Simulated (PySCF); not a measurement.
Rh⁺ (rhodium, charge +1) across methods

[Kr] 4d8, high-spin 3F determinant. All numbers are calculated (PySCF 2.14, scalar relativity by spin-free X2C-1e, in x2c-QZVPPall (13s8p7d4f2g, 118 functions)).

```json
{"method": "UHF", "E (hartree)": "-4781.01470", "mean ε 4p β (eV)": "-69.287", "mean ε 4d α (eV)": "-20.065", "mean ε 4d β (eV)": "-18.429", "Σ⟨r²⟩ (bohr²)": "36.00", "⟨S²⟩": "2.004"}
{"method": "r2SCAN", "E (hartree)": "-4783.39", "mean ε 4p β (eV)": "-58.168", "mean ε 4d α (eV)": "-14.350", "mean ε 4d β (eV)": "-13.190", "Σ⟨r²⟩ (bohr²)": "36.44", "⟨S²⟩": "2.002"}
{"method": "PBE", "E (hartree)": "-4782.99", "mean ε 4p β (eV)": "-57.239", "mean ε 4d α (eV)": "-14.164", "mean ε 4d β (eV)": "-13.074", "Σ⟨r²⟩ (bohr²)": "36.85", "⟨S²⟩": "2.001"}
{"method": "LDA", "E (hartree)": "-4778.18", "mean ε 4p β (eV)": "-57.534", "mean ε 4d α (eV)": "-14.382", "mean ε 4d β (eV)": "-13.260", "Σ⟨r²⟩ (bohr²)": "36.92", "⟨S²⟩": "2.001"}
{"method": "r2SCANh", "E (hartree)": "-4783.38", "mean ε 4p β (eV)": "-59.366", "mean ε 4d α (eV)": "-15.011", "mean ε 4d β (eV)": "-13.813", "Σ⟨r²⟩ (bohr²)": "36.35", "⟨S²⟩": "2.002"}
{"method": "BHandHLYP", "E (hartree)": "-4783.38", "mean ε 4p β (eV)": "-63.765", "mean ε 4d α (eV)": "-17.408", "mean ε 4d β (eV)": "-16.177", "Σ⟨r²⟩ (bohr²)": "36.40", "⟨S²⟩": "2.002"}
{"method": "PBE0", "E (hartree)": "-4783.06", "mean ε 4p β (eV)": "-60.521", "mean ε 4d α (eV)": "-15.829", "mean ε 4d β (eV)": "-14.625", "Σ⟨r²⟩ (bohr²)": "36.46", "⟨S²⟩": "2.002"}
```

(1) Estimate the same row for wB97M-V.

Results:

(1) E (hartree) = -4783.05; mean ε 4p β (eV) = -63.171; mean ε 4d α (eV) = -18.253; mean ε 4d β (eV) = -17.153; Σ⟨r²⟩ (bohr²) = 36.64; ⟨S²⟩ = 2.002.
